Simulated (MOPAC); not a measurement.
Input for MOPAC: AM1 on C3H8Si (a complex), monomers drawn apart or pushed together.

```
AM1 1SCF PRECISE CHARGE=0 THREADS=1
C3H8Si

Si    -0.18064048 1    -0.03076817 1     0.10956112 1
H     -0.64126556 1    -1.42512559 1     0.28734278 1
H     -1.04138539 1     0.88637235 1     0.88805706 1
H     -0.26707869 1     0.32864671 1    -1.32622388 1
H      1.22299109 1     0.09719007 1     0.55753173 1
C      0.14271458 1    -1.25299464 1     4.05331463 1
C      0.17731393 1     0.02767482 1     4.27577481 1
C      0.20990482 1     1.30976962 1     4.48504811 1
H      1.02584612 1    -1.79158991 1     3.72943282 1
H     -0.76969012 1    -1.82317180 1     4.18386289 1
H      0.45138021 1     1.71648418 1     5.46016250 1
H     -0.00444767 1     2.01197963 1     3.68758586 1
```

Output:

```
*******************************************************************************
 **                                                                           **
 **                              MOPAC v23.2.5                                **
 **                                                                           **
 *******************************************************************************
 ** MOPAC's Digital Object Identifier: https://doi.org/10.5281/zenodo.6511958 **
 **                                                                           **
 ** Please cite the open-source release paper for use of this MOPAC version:  **
 ** J. E. Moussa and J. J. P. Stewart (2026)                                  **
 ** MOPAC: An open-source semiempirical molecular orbital program             **
 ** J. Open Source Softw., 11(119), 8025, https://doi.org/10.21105/joss.08025 **
 *******************************************************************************

                              AM1 CALCULATION RESULTS

 *******************************************************************************
 *  AM1        - The AM1 Hamiltonian to be used
 *
 *
 *
 *                 CHARGE ON SYSTEM = 0
 *
 *
 *
 *  PRECISE    - TIGHTER CRITERIA TO BE USED
 *  1SCF       - DO 1 SCF AND THEN STOP
 *  THREADS=1  - MULTI-THREADING NOT USED
 *  T=         - A TIME OF 172800.0 SECONDS REQUESTED
 *  DUMP=N     - RESTART FILE WRITTEN EVERY 7200.0 SECONDS REQUESTED
 *******************************************************************************
AM1 1SCF PRECISE CHARGE=0 THREADS=1
 C3H8Si

   ATOM   CHEMICAL          X               Y               Z
  NUMBER   SYMBOL      (ANGSTROMS)     (ANGSTROMS)     (ANGSTROMS)

     1      Si         -0.18064048  *  -0.03076817  *   0.10956112  *
     2       H         -0.64126556  *  -1.42512559  *   0.28734278  *
     3       H         -1.04138539  *   0.88637235  *   0.88805706  *
     4       H         -0.26707869  *   0.32864671  *  -1.32622388  *
     5       H          1.22299109  *   0.09719007  *   0.55753173  *
     6       C          0.14271458  *  -1.25299464  *   4.05331463  *
     7       C          0.17731393  *   0.02767482  *   4.27577481  *
     8       C          0.20990482  *   1.30976962  *   4.48504811  *
     9       H          1.02584612  *  -1.79158991  *   3.72943282  *
    10       H         -0.76969012  *  -1.82317180  *   4.18386289  *
    11       H          0.45138021  *   1.71648418  *   5.46016250  *
    12       H         -0.00444767  *   2.01197963  *   3.68758586  *



          CARTESIAN COORDINATES

    NO.       ATOM           X           Y           Z

     1        Si         -0.1806     -0.0308      0.1096
     2         H         -0.6413     -1.4251      0.2873
     3         H         -1.0414      0.8864      0.8881
     4         H         -0.2671      0.3286     -1.3262
     5         H          1.2230      0.0972      0.5575
     6         C          0.1427     -1.2530      4.0533
     7         C          0.1773      0.0277      4.2758
     8         C          0.2099      1.3098      4.4850
     9         H          1.0258     -1.7916      3.7294
    10         H         -0.7697     -1.8232      4.1839
    11         H          0.4514      1.7165      5.4602
    12         H         -0.0044      2.0120      3.6876

  H: (AM1): M.J.S. DEWAR ET AL, J. AM. CHEM. SOC. 107 3902-3909 (1985)
  C: (AM1): M.J.S. DEWAR ET AL, J. AM. CHEM. SOC. 107 3902-3909 (1985)
 Si: (AM1): M.J.S.DEWAR, C. JIE, ORGANOMETALLICS, 6, 1486-1490 (1987).

           Empirical Formula: C3 H8 Si  =    12 atoms



      MOLECULAR POINT GROUP   :   C1


      RHF CALCULATION, NO. OF DOUBLY OCCUPIED LEVELS = 12


 -------------------------------------------------------------------------------
 AM1 1SCF PRECISE CHARGE=0 THREADS=1
 C3H8Si



     1SCF WAS SPECIFIED, SO BFGS WAS NOT USED
     SCF FIELD WAS ACHIEVED


                              AM1 CALCULATION
                                                       MOPAC v23.2.5 Linux




          FINAL HEAT OF FORMATION =         51.08120 KCAL/MOL =     213.72374 KJ/MOL


          COSMO AREA              =        151.06 SQUARE ANGSTROMS
          COSMO VOLUME            =        140.86 CUBIC ANGSTROMS

          IONIZATION POTENTIAL    =         10.176565 EV
          HOMO LUMO ENERGIES (EV) =        -10.177  1.207
          NO. OF FILLED LEVELS    =         12
          MOLECULAR WEIGHT        =         72.1817         POINT GROUP:  C1

          MOLECULAR DIMENSIONS (Angstroms)

            Atom       Atom       Distance
            H    11    H     4     6.96400
            H    12    H    10     3.92568
            H     5    H     3     2.39347


          SCF CALCULATIONS        =          1





   ATOM   CHEMICAL          X               Y               Z
  NUMBER   SYMBOL      (ANGSTROMS)     (ANGSTROMS)     (ANGSTROMS)

     1      Si         -0.18064048  *  -0.03076817  *   0.10956112  *
     2       H         -0.64126556  *  -1.42512559  *   0.28734278  *
     3       H         -1.04138539  *   0.88637235  *   0.88805706  *
     4       H         -0.26707869  *   0.32864671  *  -1.32622388  *
     5       H          1.22299109  *   0.09719007  *   0.55753173  *
     6       C          0.14271458  *  -1.25299464  *   4.05331463  *
     7       C          0.17731393  *   0.02767482  *   4.27577481  *
     8       C          0.20990482  *   1.30976962  *   4.48504811  *
     9       H          1.02584612  *  -1.79158991  *   3.72943282  *
    10       H         -0.76969012  *  -1.82317180  *   4.18386289  *
    11       H          0.45138021  *   1.71648418  *   5.46016250  *
    12       H         -0.00444767  *   2.01197963  *   3.68758586  *

                             CARTESIAN COORDINATES

   1   Si       -0.180640480    -0.030768170     0.109561120
   2    H       -0.641265560    -1.425125590     0.287342780
   3    H       -1.041385390     0.886372350     0.888057060
   4    H       -0.267078690     0.328646710    -1.326223880
   5    H        1.222991090     0.097190070     0.557531730
   6    C        0.142714580    -1.252994640     4.053314630
   7    C        0.177313930     0.027674820     4.275774810
   8    C        0.209904820     1.309769620     4.485048110
   9    H        1.025846120    -1.791589910     3.729432820
  10    H       -0.769690120    -1.823171800     4.183862890
  11    H        0.451380210     1.716484180     5.460162500
  12    H       -0.004447670     2.011979630     3.687585860


           Empirical Formula: C3 H8 Si  =    12 atoms



      MOLECULAR POINT GROUP   :   C1


                  EIGENVALUES
 -34.78688 -28.79109 -19.00229 -16.00859 -15.04942 -15.04473 -14.82764 -12.27688
 -12.27050 -12.22612 -10.18395 -10.17656   1.20718   1.21835   1.62008   1.63976
   1.64594   2.13942   4.14915   4.69364   5.06898   5.07704   5.22736   6.39077


              NET ATOMIC CHARGES AND DIPOLE CONTRIBUTIONS

  ATOM NO.   TYPE          CHARGE      No. of ELECS.   s-Pop       p-Pop
    1         Si           0.603648        3.3964     0.87147     2.52488
    2          H          -0.150833        1.1508     1.15083
    3          H          -0.150477        1.1505     1.15048
    4          H          -0.152960        1.1530     1.15296
    5          H          -0.149766        1.1498     1.14977
    6          C          -0.188298        4.1883     1.21670     2.97160
    7          C          -0.153212        4.1532     1.22818     2.92503
    8          C          -0.185041        4.1850     1.21654     2.96850
    9          H           0.131545        0.8685     0.86845
   10          H           0.131785        0.8682     0.86822
   11          H           0.131737        0.8683     0.86826
   12          H           0.131873        0.8681     0.86813
 DIPOLE           X         Y         Z       TOTAL
 POINT-CHG.     0.008     0.015     0.038     0.041
 HYBRID        -0.003    -0.004     0.003     0.005
 SUM            0.005     0.011     0.040     0.042


          ATOMIC ORBITAL ELECTRON POPULATIONS

     Atom    s        px        py        pz
    1 Si   0.87147   0.84272   0.84222   0.83994
    2  H   1.15083
    3  H   1.15048
    4  H   1.15296
    5  H   1.14977
    6  C   1.21670   1.02214   0.91589   1.03357
    7  C   1.22818   0.99160   0.94525   0.98818
    8  C   1.21654   1.03506   0.91439   1.01906
    9  H   0.86845
   10  H   0.86822
   11  H   0.86826
   12  H   0.86813

 **********************
 *                    *
 * JOB ENDED NORMALLY *
 *                    *
 **********************




 == MOPAC DONE ==
```

The run finished.

Cost: very roughly 0.03 core-seconds.
